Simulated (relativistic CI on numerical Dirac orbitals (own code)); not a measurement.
Hyperfine structure of Os, mass number 187

Computed by Dirac-Coulomb-Breit CI, KLI orbitals optimised for each configuration, a model potential for QED, valence Slater integrals scaled by 0.85, P86 correlation energy added to each configuration (own radial code, finite nucleus).

Configuration list (outside the closed core [Xe] 4f14): 5d6 6s2, 5d7 6s, 5d6 6s 6p, 5d7 6p, 5d8, 5d6 6p2, 5d6 6s 6d, 5d7 6d, 5d6 6s 6f, 5d7 5f, 5d7 5g, 5d7 7p. Levels of other configurations are missing.

Nuclear spin I = 1/2, μ = 0.06442 μN (tables of Stone and Pyykkö). The electronic factors are computed for point nuclear moments, without core polarisation; leaving it out makes A of s and p electrons in near-neutral atoms 20 to 40 % too small, and it can dominate for d and f shells.

| Level | E (cm⁻¹) | A (MHz) |
| --- | --- | --- |
| 5d6 6s2 5D_4 | 0.0 | 55.97 |
| 5d7 6s 5F_5 | 2295.8 | 349.2 |
| 5d6 6s2 5D_3 | 3867.5 | 38.17 |
| 5d6 6s2 5D_1 | 5131.7 | 76.35 |
| 5d7 6s 5F_4 | 5713.4 | 198.8 |
| 5d7 6s 5F_3 | 8072.6 | 195.2 |
| 5d7 6s 5F_2 | 9624.5 | 2.376 |
| 5d7 6s 5F_1 | 10008.0 | -525.7 |

Levels with J = 0, under 50 % of one LS term, or S terms without an open s electron are left out. Small factors come from cancelling terms and can be off by tens of per cent or more.

Correlation outside the listed configurations is missing or only estimated: errors of thousands of cm⁻¹ between configurations and terms are usual at this charge. Rates and lifetimes follow the computed energies and can be off by large factors. The fine structure of a lone outer electron comes out too small, for d and f at times inverted, and misplaced configurations move strength between like terms. 16 of the 30 excited levels that our extract of the measured tables holds in this range could be paired (the sources list more); they are missed by 4237 cm⁻¹ on average and 7077 at most, and levels without a partner can miss by more. Some levels of the ground configuration have no partner and can miss by 10 % or more.

(1) Give the hyperfine levels of 5d6 6s2 5D_4 relative to its centre of gravity.

Results:

(1) With K = F(F + 1) − I(I + 1) − J(J + 1), E = AK/2: F = 7/2: -139.9, F = 9/2: 111.9 MHz.

LS names give the leading component of a level, which can be under half, so a name can repeat, a term be missing and a line seem to break the LS rules.
